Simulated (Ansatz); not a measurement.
Ligands exchanged one at a time, B Br-SH. Isolated molecules, 0 K electronic values unless said otherwise. One relaxed conformer stands for each flexible species; it need not be the lowest. Strings in code marks are SMILES.

Quantity: vertical ionisation energy (energy after one electron is removed minus that of the parent at the parent's geometry), in eV.

Case: `SB(Br)Br` (H–S–B–Br torsion 0°). Geometry of `SB(Br)Br` (neutral, multiplicity 1, Å):

```xyz
5

S      1.3164    -0.5861    -0.0878
B     -0.4126    -0.1483    -0.0166
Br    -1.0269     1.6479     0.2266
Br    -1.6776    -1.5724    -0.1958
H      1.8008     0.6588     0.0736
```

### Question
Predict the vertical ionisation energy (energy after one electron is removed minus that of the parent at the parent's geometry) from frozen-core MP2/cc-pVTZ // r2SCAN-D4/def2-TZVP (Ansatz, a program for electronic structure).

### Answer
10.61 eV.
